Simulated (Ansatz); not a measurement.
Si16OH28 was relaxed with PBE-D4 (def2-SVP) in Ansatz in these states: charge +1 doublet, neutral singlet, neutral triplet. The geometries follow in no particular order.

Single mean-field runs in def2-SVP are fitted with def2-universal-jkfit.

A:

```xyz
45

Si   -2.255   -0.199   -3.362
Si    1.479   -3.737   -0.120
Si    3.125   -0.736    1.033
O     0.741   -0.706   -1.741
Si   -3.289   -0.871    0.435
Si   -1.230   -0.453    1.522
Si   -0.886    1.854    1.893
Si   -3.534    2.641   -0.987
Si    2.411    0.929    3.900
Si    0.192   -2.419   -1.578
Si    0.058    0.170   -3.155
Si   -3.639    0.356   -1.540
Si    1.919    0.307   -0.697
Si    3.614   -2.755   -0.074
Si    1.967   -1.238    3.028
Si   -1.484    3.185    0.033
Si    1.272    2.533    2.599
H    -2.564    0.715   -4.527
H    -2.460   -1.617   -3.830
H     1.374   -5.078   -0.808
H     0.790   -3.787    1.213
H     4.332    0.172    0.808
H    -3.470   -2.346    0.164
H    -4.410   -0.436    1.349
H    -0.147   -1.047    0.655
H    -1.289   -1.214    2.814
H    -1.906    2.196    2.957
H    -3.776    3.486   -2.215
H    -4.663    2.882   -0.016
H     3.828    1.468    3.979
H     1.834    1.103    5.290
H     0.353   -2.854   -3.013
H    -1.284   -2.298   -1.316
H     0.861   -0.326   -4.323
H     0.389    1.602   -2.870
H    -5.016    0.044   -2.086
H     2.780    0.809   -1.833
H     0.967    1.417   -0.356
H     4.083   -2.678   -1.509
H     4.551   -3.654    0.691
H     3.278   -1.860    3.563
H    -0.423    3.114   -1.039
H    -1.550    4.624    0.486
H     2.037    2.831    1.325
H     1.041    3.875    3.257
```

B:

```
atom    x (Å)    y (Å)    z (Å)
 Si1  -3.6247   1.6516  -0.7132
 Si2  -0.7381  -3.5852  -1.4979
 Si3   2.2867  -1.7563  -1.9381
  O4  -0.8719  -0.0750  -1.9136
 Si5  -2.1865  -0.2348   2.5223
 Si6   0.0265  -0.6161   1.7951
 Si7   1.4061   1.2637   2.1540
 Si8  -1.7662   3.5723   2.1326
 Si9   4.2781  -1.2320   1.5036
Si10  -1.8864  -1.5333  -1.5547
Si11  -1.8532   1.4347  -2.2478
Si12  -3.1153   1.7179   1.5884
Si13   0.9374   0.1764  -1.9985
Si14   1.0448  -3.4312  -3.0201
Si15   2.7360  -2.4569   0.2419
Si16   0.4367   3.2657   1.3628
Si17   3.5821   1.0025   1.2709
 H18  -4.1524   2.9994  -1.1441
 H19  -4.6444   0.6019  -1.0612
 H20  -1.8259  -4.5632  -1.8539
 H21  -0.2556  -3.8147  -0.0929
 H22   3.4645  -1.2506  -2.7404
 H23  -3.0454  -1.4409   2.2416
 H24  -2.1374  -0.0020   4.0101
 H25  -0.0194  -0.9550   0.3183
 H26   0.5739  -1.8384   2.4881
 H27   1.5155   1.3695   3.6555
 H28  -2.3628   4.8214   1.5394
 H29  -1.7558   3.6757   3.6345
 H30   5.6868  -1.4447   1.0100
 H31   4.1611  -1.6885   2.9337
 H32  -2.8506  -1.4533  -2.7053
 H33  -2.6056  -1.1541  -0.2939
 H34  -2.2604   1.2542  -3.6789
 H35  -0.8049   2.4977  -2.1249
 H36  -4.4845   1.9122   2.1967
 H37   1.0327   0.8565  -3.3356
 H38   1.1581   1.1759  -0.9080
 H39   0.5231  -2.9830  -4.3577
 H40   1.8040  -4.7223  -3.1242
 H41   2.7860  -3.9630   0.3083
 H42   0.4196   3.2438  -0.1454
 H43   1.3117   4.4124   1.7958
 H44   3.5623   1.3209  -0.2050
 H45   4.5135   1.9686   1.9514
```

C:

```xyz
45

Si   -0.3068    3.5706   -2.2683
Si   -3.7841   -0.6404    0.4858
Si   -1.1777   -3.4071   -0.1870
O    -1.7035    0.5391   -1.8058
Si    0.1097    2.8738    1.6357
Si    0.1305    0.5117    1.6242
Si    2.3814   -0.1452    1.3969
Si    3.1677    3.0002   -0.6880
Si    1.2333   -3.4202    3.0655
Si   -3.0074    1.1046   -0.8840
Si   -0.7203    1.3439   -2.9271
Si    0.9933    3.8349   -0.3241
Si    0.2602   -2.1903   -1.5794
Si   -3.3885   -2.6984   -0.5896
Si   -0.8298   -2.9581    2.0780
Si    3.2499    0.6477   -0.6433
Si    2.8329   -2.4481    1.6464
H     0.4469    4.2206   -3.4056
H    -1.6173    4.3027   -2.1111
H    -5.2659   -0.4349    0.6871
H    -3.1239   -0.6288    1.8410
H    -1.0669   -4.8904   -0.4866
H    -1.2759    3.4050    1.9049
H     0.9984    3.3143    2.7746
H    -0.6897   -0.0149    0.4786
H    -0.4560    0.0351    2.9299
H     3.1244    0.5704    2.5033
H     3.7002    3.5286   -1.9981
H     4.0610    3.5062    0.4184
H     1.4833   -4.8971    3.2674
H     1.2841   -2.7465    4.4144
H    -4.1148    1.5473   -1.8086
H    -2.5681    2.3121   -0.0902
H    -1.3909    1.3344   -4.2781
H     0.5731    0.5869   -3.0282
H     1.1131    5.3246   -0.0881
H    -0.3678   -1.9462   -2.9274
H     1.5997   -2.8521   -1.7847
H    -3.6674   -2.5641   -2.0652
H    -4.3315   -3.7331   -0.0251
H    -2.0289   -3.3110    2.9258
H     2.4569    0.0709   -1.7877
H     4.6795    0.1853   -0.7893
H     2.7696   -3.1390    0.3093
H     4.2341   -2.6052    2.1832
```

Judge from the bond lengths which geometry belongs to which state (an estimate).

A is the neutral singlet (O4–Si13 1.871 Å, O4–Si11 1.798 Å, O4–Si10 1.807 Å); B is the charge +1 doublet (O4–Si13 1.829 Å, O4–Si11 1.831 Å, O4–Si10 1.812 Å); C is the neutral triplet (O4–Si13 3.370 Å, O4–Si11 1.695 Å, O4–Si10 1.694 Å).

A triplet lies near this restricted singlet, and broken spin symmetry wasn't tried. At PBE0-D4/def2-TZVP a singlet lies 0.36 eV below the neutral triplet.
